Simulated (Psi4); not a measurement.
C3H8N (SMILES [CH2-]N(C)C), charge -1, singlet, at a GFN2-xTB geometry (a gas-phase anion, which may not be bound at this level); HF/def2-TZVPD run with Psi4 1.11.

Input for Psi4:
```
memory 2 GB

molecule {
-1 1
N     0.00154641    0.02985114    0.37852189
C    -0.00224884    1.46958385   -0.20189574
C     1.17444159   -0.65283405   -0.08441976
C    -1.17384969   -0.65508514   -0.07464857
H     0.88375483    1.93722288    0.34779325
H    -0.88454234    1.93552778    0.35515110
H     1.24642441   -0.71913899   -1.19419213
H     1.20514183   -1.68270458    0.31276513
H     2.05914801   -0.11968068    0.26925121
H    -1.25493808   -0.72153682   -1.18378401
H    -2.05660281   -0.12362607    0.28637677
H    -1.19926907   -1.68500947    0.32276984
}

set {
  basis def2-tzvpd
}

energy('scf')
print_variables()
```

It wrote (shortened):

```
   => Loading Basis Set <=

    Name: DEF2-TZVPD
    Role: ORBITAL
    Keyword: BASIS

         ---------------------------------------------------------
                                   SCF
               by Justin Turney, Rob Parrish, Andy Simmonett
                          and Daniel G. A. Smith
                              RHF Reference
         ---------------------------------------------------------

  ==> Geometry <==

    Molecular point group: c1
    Full point group: C1

    Geometry (in Angstrom), charge = -1, multiplicity = 1:

       Center              X                  Y                   Z               Mass
    ------------   -----------------  -----------------  -----------------  -----------------
         N            0.001531236105     0.009704772678     0.370233928570    14.003074004430
         C           -0.002264013895     1.449437482678    -0.210183701430    12.000000000000
         C            1.174426416105    -0.672980417322    -0.092707721430    12.000000000000
         C           -1.173864863895    -0.675231507322    -0.082936531430    12.000000000000
         H            0.883739656105     1.917076512678     0.339505288570     1.007825032230
         H           -0.884557513895     1.915381412678     0.346863138570     1.007825032230
         H            1.246409236105    -0.739285357322    -1.202480091430     1.007825032230
         H            1.205126656105    -1.702850947322     0.304477168570     1.007825032230
         H            2.059132836105    -0.139827047322     0.260963248570     1.007825032230
         H           -1.254953253895    -0.741683187322    -1.192071971430     1.007825032230
         H           -2.056617983895    -0.143772437322     0.278088808570     1.007825032230
         H           -1.199284243895    -1.705155837322     0.314481878570     1.007825032230

  Running in c1 symmetry.

  Rotational constants: A =      0.30448  B =      0.29774  C =      0.16894 [cm^-1]
  Rotational constants: A =   9128.04948  B =   8926.01631  C =   5064.72403 [MHz]
  Nuclear repulsion =  129.168358853346177

  Charge       = -1
  Multiplicity = 1
  Electrons    = 34
  Nalpha       = 17
  Nbeta        = 17

  ==> Algorithm <==

  SCF Algorithm Type is DF.
  DIIS enabled.
  MOM disabled.
  Fractional occupation disabled.
  Guess Type is SAD.
  Energy threshold   = 1.00e-06
  Density threshold  = 1.00e-06
  Integral threshold = 1.00e-12

  ==> Primary Basis <==

  Basis Set: DEF2-TZVPD
    Blend: DEF2-TZVPD
    Number of shells: 92
    Number of basis functions: 220
    Number of Cartesian functions: 244
    Spherical Harmonics?: true
    Max angular momentum: 3

   => Loading Basis Set <=

    Name: (DEF2-TZVPD AUX)
    Role: JKFIT
    Keyword: DF_BASIS_SCF

  ==> Integral Setup <==

  SCF_SUBTYPE=INCORE selected. In-core MEM_DF algorithm will be used.
  Using in-core AOs.

  ==> MemDFJK: Density-Fitted J/K Matrices <==

    J tasked:                   Yes
    K tasked:                   Yes
    wK tasked:                   No
    Algorithm:                 Core
    Schwarz Cutoff:           1E-12
    Mask sparsity (%):       0.2355
    Fitting Condition:        1E-10

   => Auxiliary Basis Set <=

  Basis Set: (DEF2-TZVPD AUX)
    Blend: DEF2-UNIVERSAL-JKFIT
    Number of shells: 148
    Number of basis functions: 446
    Number of Cartesian functions: 520
    Spherical Harmonics?: true
    Max angular momentum: 4

  Minimum eigenvalue in the overlap matrix is 1.6635058908E-05.
  Reciprocal condition number of the overlap matrix is 1.1709175384E-06.
    Using symmetric orthogonalization.

  ==> Pre-Iterations <==

  SCF Guess: Superposition of Atomic Densities via on-the-fly atomic UHF (no occupation information).

   -------------------------
    Irrep   Nso     Nmo
   -------------------------
     A        220     220
   -------------------------
    Total     220     220
   -------------------------

  ==> Iterations <==

                           Total Energy        Delta E     RMS |[F,P]|

   @DF-RHF iter SAD:  -171.93476519456473   -1.71935e+02   0.00000e+00
   @DF-RHF iter   1:  -172.39706517111202   -4.62300e-01   2.76465e-03 ADIIS/DIIS
   @DF-RHF iter   2:  -172.55199593516636   -1.54931e-01   1.84101e-03 ADIIS/DIIS
   @DF-RHF iter   3:  -172.63776035004702   -8.57644e-02   3.01954e-04 ADIIS/DIIS
   @DF-RHF iter   4:  -172.64070192800006   -2.94158e-03   1.08592e-04 ADIIS/DIIS
   @DF-RHF iter   5:  -172.64107911657530   -3.77189e-04   2.15414e-05 DIIS
   @DF-RHF iter   6:  -172.64110163462337   -2.25180e-05   6.64778e-06 DIIS
   @DF-RHF iter   7:  -172.64110417966333   -2.54504e-06   2.04696e-06 DIIS
   @DF-RHF iter   8:  -172.64110452054092   -3.40878e-07   6.24884e-07 DIIS
  Energy and wave function converged.

  ==> Post-Iterations <==

    Orbital Energies [Eh]
    ---------------------

    Doubly Occupied:

[...]
    Virtual:

[...]
    Final Occupation by Irrep:
              A
    DOCC [    17 ]
    NA   [    17 ]
    NB   [    17 ]

  @DF-RHF Final Energy:  -172.64110452054092

   => Energetics <=

    Nuclear Repulsion Energy =            129.1683588533461773
    One-Electron Energy =                -495.2437458304984261
    Two-Electron Energy =                 193.4342824566112995
    Total Energy =                       -172.6411045205409209

Computation Completed

Properties will be evaluated at   0.000000,   0.000000,   0.000000 [a0]

Properties computed using the SCF density matrix

 Multipole Moments:

 ------------------------------------------------------------------------------------
     Multipole            Electronic (a.u.)      Nuclear  (a.u.)        Total (a.u.)
 ------------------------------------------------------------------------------------

 L = 1.  Multiply by 2.5417464519 to convert [e a0] to [Debye]
 Dipole X            :          0.0057015           -0.0009462            0.0047552
 Dipole Y            :         -0.6813808           -1.2563469           -1.9377277
 Dipole Z            :          1.2132461           -0.5168453            0.6964008
 Magnitude           :                                                    2.0590739

 ------------------------------------------------------------------------------------

  Variable Map:
  ----------------------------------------------------------------------------
[...]
  Array Variable Map:
  ----------------------------------------------------------------------------
[...]
[...]
```
